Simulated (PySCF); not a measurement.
**How methods differ on the excitation energy of Si**

Si [Ne] 3s2 3p2 (3P) → Si [Ne] 3s1 3p2 3d1 (high-spin determinant), as a difference of total energies. Calculation: PySCF 2.14, in aug-cc-pwCVDZ (6s5p3d, 36 functions); the non-relativistic Hamiltonian (point nucleus). Correlated levels: valence: [Ne] frozen. The calculations carry no spin-orbit coupling.

| method | excitation energy (cm⁻¹) |
| --- | --- |
| UHF | 87413 |
| MP2 (valence) | 94949 |
| SCS-MP2 (valence) | 97373 |
| CCSD (valence) | 94894 |
| CCSD(T) (valence) | 94536 |
| CCSDT (valence) | 94410 |

The upper state lies above the first ionisation limit, but in LS coupling its spin forbids autoionisation to the ground ion.

The promoted electron is Rydberg-like, and one or two diffuse shells describe it only roughly, which tends to raise the upper state.

The coupled-cluster amplitudes are large for the upper state (T1 above 0.03 or a double amplitude above 0.15), so a single reference is strained.

The determinant of the upper state mixes LS terms, which raises its energy above the lowest term, most at the Hartree-Fock and MP2 levels.
